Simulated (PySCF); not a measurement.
Compound: C5H14N2Si.
InChI=1S/C5H14N2Si/c6-3-5-1-2-7(8)4-5/h5H,1-4,6H2,8H3/t5-/m0/s1

Theory: TDDFT wB97X-D/def2-SVPD, vertical, gas phase, core orbitals frozen in the response (PySCF). The structure is a single PBE0-D3(BJ)/def2-SVP conformer in the gas phase; no vibrational or solvent corrections.

Each state is given a Gaussian of 0.5 eV full width at half maximum, with ε(max) = 2.175×10⁸ f / Δν̃ (Δν̃ the width in cm⁻¹). The width is an assumption, not a result. The curve ends short of the highest state used, and states not computed would add to its high-energy end.

E (eV), ε (L mol⁻¹ cm⁻¹) and a bar:
```
     5.07          1 
     5.13          3 
     5.18          6 
     5.23         12 
     5.28         22 
     5.33         40 
     5.39         73 
     5.44        115 #
     5.49        172 #
     5.54        242 #
     5.59        322 ##
     5.65        422 ##
     5.70        498 ###
     5.75        555 ###
     5.80        586 ###
     5.85        586 ###
     5.91        545 ###
     5.96        485 ###
     6.01        413 ##
     6.06        342 ##
     6.12        277 ##
     6.17        254 #
     6.22        272 ##
     6.27        341 ##
     6.32        472 ###
     6.38        722 ####
     6.43       1013 ######
     6.48       1381 ########
     6.53       1819 ###########
     6.58       2315 ##############
     6.64       2955 #################
     6.69       3495 ####################
     6.74       4006 #######################
     6.79       4454 ##########################
     6.84       4807 ############################
     6.90       5066 ##############################
     6.95       5123 ##############################
     7.00       5032 #############################
     7.05       4804 ############################
     7.10       4466 ##########################
     7.16       3971 #######################
     7.21       3534 #####################
     7.26       3122 ##################
     7.31       2767 ################
```

Task: Locate the maxima and give the states behind the curve.

Result: 213 nm (5.82 eV), ε about 590, made up of S1 (100%); 179 nm (6.94 eV), ε about 5100, made up of S4 (31%) and S5 (57%) (ε in L mol⁻¹ cm⁻¹; maxima over ε = 5, shares over 10%). The states used: S1 5.82 eV (f 0.011); S2 6.63 eV (f 0.012); S3 6.65 eV (f 0.0039); S4 6.81 eV (f 0.036); S5 7.01 eV (f 0.057); S6 7.26 eV (f 0.016); S7 7.34 eV (f 0.0022); S8 7.58 eV (f 0.015); S9 7.74 eV (f 0.017); S10 7.91 eV (f 0.021).

Task: On this curve, what absorbance would a 10⁻⁴ mol/L sample give at 193 nm over a 1 cm path?

Result: 193 nm is 6.424 eV, where ε is about 970 L mol⁻¹ cm⁻¹, so A = ε c l ≈ 0.097 (Beer–Lambert, with the gas-phase spectrum and the assumed width).

Task: Coming from long wavelengths, where does ε first pass 100 L mol⁻¹ cm⁻¹?

Result: At about 229 nm (5.42 eV), 0.40 eV below S1.

Task: What would ε be at 6.94 eV, the highest of these maxima, with half the width (0.25 eV)?

Result: About 6670 L mol⁻¹ cm⁻¹ against 5120, a factor of about 1.3; a lone state at its own centre would give exactly 2.

All these states lie below the vertical ionisation energy of 8.16 eV (ΔSCF).

Without π bonds the low states are Rydberg-like; a valence basis with one diffuse set may place them up to an eV too high.
